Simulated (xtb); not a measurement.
Here is a job for xtb.
```
$ xtb mol.xyz --gfn 2 --chrg 1 --alpb ether --json

# file mol.xyz
16

O      1.48956799     1.61452391     0.15518637
Si     1.50701182     0.02779887     0.34972997
O      1.25954908    -0.36134013     1.87274902
O      2.59193758    -0.86993965    -0.40434432
O      0.14224236    -0.58065139    -0.53135071
Si    -1.50150189    -0.05029107    -0.37031245
O     -1.52908749     1.46163017    -0.86587999
O     -2.10780866    -1.10633613    -1.40413417
O     -1.84890988    -0.14764465     1.18714632
H      1.76563598     2.08404689    -0.62991433
H      0.95017088     0.23561218     2.55121529
H      3.47348946    -1.04637238    -0.08690554
H      0.31366330    -1.28041343    -1.17169890
H     -1.55373757     2.22822375    -0.29657333
H     -2.96304825    -1.03731351    -1.81986332
H     -2.04324055    -0.95082977     1.66691473
```

Q: What does this run give for the partial charges in atom order, HOMO-LUMO gap?

A: 
partial charges in atom order: O1 -0.47, Si2 0.69, O3 -0.45, O4 -0.48, O5 -0.39, Si6 0.69, O7 -0.45, O8 -0.48, O9 -0.47, H10 0.40, H11 0.40, H12 0.39, H13 0.39, H14 0.40, H15 0.39, H16 0.40
HOMO-LUMO gap: 9.45 eV
